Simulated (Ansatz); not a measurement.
```yaml
crystal:
  periodic: [false, false, false]
  atoms:
    - {symbol: O, position_ang: [-3.458737, -1.060489, 1.140945]}
    - {symbol: Si, position_ang: [-2.333415, -0.228377, 0.299791]}
    - {symbol: O, position_ang: [-1.563041, 0.679869, 1.446095]}
    - {symbol: O, position_ang: [-2.938077, 0.798667, -0.805279]}
    - {symbol: O, position_ang: [-1.335503, -1.220654, -0.482855]}
    - {symbol: Ti, position_ang: [0.371521, -1.351597, -1.119224]}
    - {symbol: O, position_ang: [1.380215, -2.294542, 0.008633]}
    - {symbol: O, position_ang: [0.403082, -2.036159, -2.779448]}
    - {symbol: O, position_ang: [1.091054, 0.294418, -1.022504]}
    - {symbol: Si, position_ang: [1.841392, 1.219964, 0.088086]}
    - {symbol: O, position_ang: [2.984626, 2.195782, -0.533508]}
    - {symbol: O, position_ang: [2.616042, 0.117167, 1.037179]}
    - {symbol: O, position_ang: [-3.751172, -1.560612, 0.740401]}
    - {symbol: H, position_ang: [-3.801172, -1.860612, 0.740401]}
    - {symbol: H, position_ang: [-1.567789, 0.304945, 2.329514]}
    - {symbol: H, position_ang: [-3.495766, 1.509615, -0.486963]}
    - {symbol: H, position_ang: [2.015840, -1.817771, 0.564216]}
    - {symbol: H, position_ang: [1.001721, -2.650337, -3.205843]}
    - {symbol: H, position_ang: [2.693899, 3.065124, -0.812750]}
    - {symbol: H, position_ang: [3.267765, 0.458521, 1.650985]}
    - {symbol: H, position_ang: [-0.076987, 1.740644, 1.103785]}
basis:
  gaussian: {orbitals: ANO-RCC-VTZP, fitting: {mean_field: def2-universal-jkfit}}
hamiltonian: {xc: {name: wB97X-V}}
output: {forces: true}
```

```sh
$ ansatz run in.yaml --threads 11 --pin off --events-out ev --progress --plain --max-ram 174080MiB --backend cuda --devices 0, --max-vram 75GiB
```

Shortened log:

```
Functional definition: wB97X-V
1434 factors; integrals over basis functions are off by at most 5.9e-1 eV
1434 factors; integrals over basis functions are off by at most 3.8e-4 eV
mean field evaluation 1: about -59447.2758 eV, gradient 1.8e2 eV
mean field evaluation 2: about -59152.8234 eV, gradient 4.4e2 eV
mean field evaluation 4: about -59493.6564 eV, gradient 1.7e1 eV
mean field evaluation 8: about -59494.2498 eV, gradient 5.1e-1 eV
mean field evaluation 16: about -59494.2550 eV, gradient 8.3e-3 eV
mean field -59494.25502439 eV, -2186.3735454918 hartree, gradient 4.8e-5 eV, S^2 0.000000; 0 other end points of the search recorded, 0 dependent functions left out
reference -59494.25501878 eV, -2186.3735452857 hartree; 69, 69 occupied and 470, 470 virtual orbitals, 1434 factors
Total energy: -59494.25501878 eV, -2186.3735452857 hartree
Relativity: scalar
Atom 0 at    -3.458737    -1.060489     1.140945 Å, force   139.630129   236.886647   189.061908 eV/Å
Atom 1 at    -2.333415    -0.228377     0.299791 Å, force     5.999423     5.561660     0.563176 eV/Å
Atom 2 at    -1.563041     0.679869     1.446095 Å, force    -0.032752     0.614890     0.304737 eV/Å
Atom 3 at    -2.938077     0.798667    -0.805279 Å, force    -0.500682    -0.257219    -0.491697 eV/Å
Atom 4 at    -1.335503    -1.220654    -0.482855 Å, force    -0.219826    -0.513873    -0.571522 eV/Å
Atom 5 at     0.371521    -1.351597    -1.119224 Å, force    -0.062519     0.094842     0.067821 eV/Å
Atom 6 at     1.380215    -2.294542     0.008633 Å, force     0.065597    -0.023772     0.053909 eV/Å
Atom 7 at     0.403082    -2.036159    -2.779448 Å, force     0.038425    -0.056375    -0.060464 eV/Å
Atom 8 at     1.091054     0.294418    -1.022504 Å, force     0.153439    -0.165958    -0.556804 eV/Å
Atom 9 at     1.841392     1.219964     0.088086 Å, force    -3.544471     0.090969     1.598433 eV/Å
Atom 10 at     2.984626     2.195782    -0.533508 Å, force     0.001777     0.452571     0.077619 eV/Å
Atom 11 at     2.616042     0.117167     1.037179 Å, force     0.347629    -0.013234     0.220474 eV/Å
Atom 12 at    -3.751172    -1.560612     0.740401 Å, force   -17.793504   526.376785  -190.805441 eV/Å
Atom 13 at    -3.801172    -1.860612     0.740401 Å, force  -127.519493  -768.794748     2.006315 eV/Å
Atom 14 at    -1.567789     0.304945     2.329514 Å, force     0.025192    -0.056407    -0.040449 eV/Å
Atom 15 at    -3.495766     1.509615    -0.486963 Å, force     0.019379    -0.005087     0.067619 eV/Å
Atom 16 at     2.015840    -1.817771     0.564216 Å, force    -0.063002    -0.078889    -0.021989 eV/Å
Atom 17 at     1.001721    -2.650337    -3.205843 Å, force    -0.020006     0.012190    -0.007756 eV/Å
Atom 18 at     2.693899     3.065124    -0.812750 Å, force     0.065566     0.088435    -0.089023 eV/Å
Atom 19 at     3.267765     0.458521     1.650985 Å, force     0.056812    -0.041909     0.052034 eV/Å
Atom 20 at    -0.076987     1.740644     1.103785 Å, force     3.352888    -0.171519    -1.428897 eV/Å
Dipole moment:     0.105177     0.098614     0.376166 e Å
```

Question: Something in this input is off. What?

Answer: One atom was put on top of another. The calculation finished and met its thresholds. The result belongs to that input, not to the molecule as meant.
